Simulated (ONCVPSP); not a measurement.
# Ranking ONCV potentials for nitrogen (N)

All share these settings but for the change named:

ONCVPSP 4.0.1 input, shortened (lines: element, Z, core and valence counts, functional; n l f; lmax; l rc ep ncon nbas qcut; lloc lpopt rc5 dvloc0; l nproj debl; icmod fcfact rcfact), PBEsol, scalar-relativistic:

```
  N 7.00    1    2  -116133      upf
    1    0    2.00
    2    0    2.00
    2    1    3.00
    1
    0    0.85    0.00    5    9    9.50
    1    1.55    0.00    4    8   10.10
    4    5    0.55    6.00
    0    1    2.20
    1    2    0.50
    3    2.25    1.35
```

Test errors are all-electron minus pseudo excitation energies from the reference, over 2s2 2p2; 2s2 2p1; 2s2 2p0; 2s2 2p2.5. None of these files shows a bound ghost.

The base gives 470.8 meV.

Of 3 variants that were run, those that failed, showed a ghost or another fault, or gave nearly equal values are left out.

A variant can come out equal or close to the base, since the largest error may sit in a test that the change hardly touches while other tests move.

(1) Rank these variants by their largest absolute test error, smallest first.
A. p: qcut 12.9
B. all radii but the core radius scaled by about 1.33 (s 1.14, p 2.06 bohr); local potential polynomial inside 0.74 bohr (lpopt 5, dvloc0 6 Ha)
C. local potential polynomial inside 0.70 bohr (lpopt 3, dvloc0 0 Ha)

Results:

(1) A (394.6 meV), C (468.0 meV), B (895.3 meV).
